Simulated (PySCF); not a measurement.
SMILES CC[Si](F)(F)CC (C₄H₁₀F₂Si) (GFN2-xTB optimised geometry):

```
17

C      1.676     0.892    -1.176
C      1.088     0.110     0.000
Si    -0.806     0.110     0.000
F     -1.349    -0.381    -1.434
F     -1.336     1.630     0.000
C     -1.687    -0.863     1.361
C     -1.315    -0.423     2.777
H      1.353     0.462    -2.120
H      1.351     1.929    -1.147
H      2.764     0.871    -1.143
H      1.460     0.542     0.931
H      1.463    -0.914    -0.034
H     -2.764    -0.745     1.228
H     -1.481    -1.929     1.255
H     -1.529     0.634     2.917
H     -0.257    -0.585     2.968
H     -1.883    -0.987     3.514
```

Level of theory: B3LYP/def2-SVP (PySCF 2.14.0).

Problem. What are the frontier orbital energies and the dipole moment?

Solution. HOMO-2 -9.73 eV, HOMO-1 -9.43 eV, HOMO -8.05 eV, LUMO 0.99 eV, LUMO+1 1.38 eV; dipole moment 2.56 D.

On the same geometry PBE/def2-SVP run with PySCF 2.14.0 gives HOMO-2 -8.43 eV, HOMO-1 -8.13 eV, HOMO -6.87 eV, LUMO 0.45 eV, LUMO+1 0.78 eV; dipole moment 2.43 D.

Meta-Löwdin charges at B3LYP/def2-SVP: C1 -0.27, C2 -0.43, Si3 1.35, F4 -0.48, F5 -0.48, C6 -0.42, C7 -0.27, H8 0.10, H9 0.10, H10 0.10, H11 0.11, H12 0.11, H13 0.11, H14 0.11, H15 0.10, H16 0.09, H17 0.10.
